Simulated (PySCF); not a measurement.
Compound: C6H7N2PS.
Bonds: N1–C2 (triple), C2–C3, C3–P4, P4–N5, P4–C6, C6–C7 (aromatic), C7–C8 (aromatic), C8–S9 (aromatic), S9–C10 (aromatic), C6–C10 (aromatic). Hydrogens: H11, H12 on C3; H13, H14 on N5; H15 on C7; H16 on C8; H17 on C10.

A linear-response calculation (PySCF, def2-SVPD basis, gas phase, vertical, core orbitals frozen in the response) gave these numbers; the functional is withheld.

Orbital energies (eV): HOMO-3 -9.50, HOMO-2 -8.89, HOMO-1 -8.72, HOMO -8.53, LUMO 0.18, LUMO+1 0.94, LUMO+2 1.08.

```
state  E (eV)       f  main configurations (H = HOMO, L = LUMO)
   S1    5.77   0.065                    H→L (73%), H-1→L (11%)
   S2    5.82   0.056       H-1→L (49%), H-2→L (19%), H→L (16%)
   S3    5.98   0.032      H-2→L (43%), H-1→L (25%), H→L+1 (8%)
   S4    6.49  0.0003              H-2→L+3 (38%), H-1→L+3 (33%)
   S5    6.53  0.0009                H→L+3 (63%), H-1→L+3 (12%)
   S6    6.57   0.105   H→L+1 (27%), H-2→L (20%), H-1→L+1 (13%)
```

Triplets (Tamm–Dancoff): T1 3.83 eV, H→L (68%), H-1→L (21%); T2 4.56 eV, H-2→L (44%), H-1→L (31%), H→L (8%); T3 5.22 eV, H→L+1 (17%), H-1→L+1 (14%), H-2→L (12%); T4 5.41 eV, H→L+2 (12%), H→L+1 (12%), H-1→L+2 (11%).

Vertical ionisation energy by ΔSCF with the same functional: 9.10 eV. Mean static polarisability: 121.8 au.

Question: Which of these was used?
A. CAM-B3LYP
B. PBE
C. HF
D. B3LYP

Answer: A. CAM-B3LYP is range-separated, 19% exact exchange at short range and 65% at long range (ω = 0.33 bohr⁻¹). In this run −ε(HOMO) = 8.53 eV differs from the ΔSCF value by -0.56 eV, and S1 differs from the orbital gap of 8.71 eV by -2.94 eV. The ratio −ε(HOMO)/IP is 0.94. Small neutral molecules mostly give 0.85 to 0.93 with CAM-B3LYP, 0.5 to 0.7 with PBE, 0.67 to 0.83 with B3LYP; with Hartree–Fock the ratio is 1 or more (Koopmans' value less the relaxation energy is the ΔSCF value). The other options: PBE, a GGA without exact exchange; HF, time-dependent Hartree–Fock, 100% exact exchange; B3LYP, a global hybrid with 20% exact exchange.

Computed with PySCF 2.14.0, density-fitted response routines, TDDFT CAM-B3LYP/def2-SVPD, vertical, gas phase, core orbitals frozen in the response. The structure is a single PBE0-D3(BJ)/def2-SVP conformer in the gas phase; no vibrational or solvent corrections.

Shape of the structure used: `[N:1]#[C:2][CH2:3][P:4]([NH2:5])[c:6]1[cH:7][cH:8][s:9][cH:10]1`: C2–C3–P4–N5 -172°, C3–P4–C6–C7 -56°, H–N5–P4–C3 72°, H–N5–P4–C3 -155°.
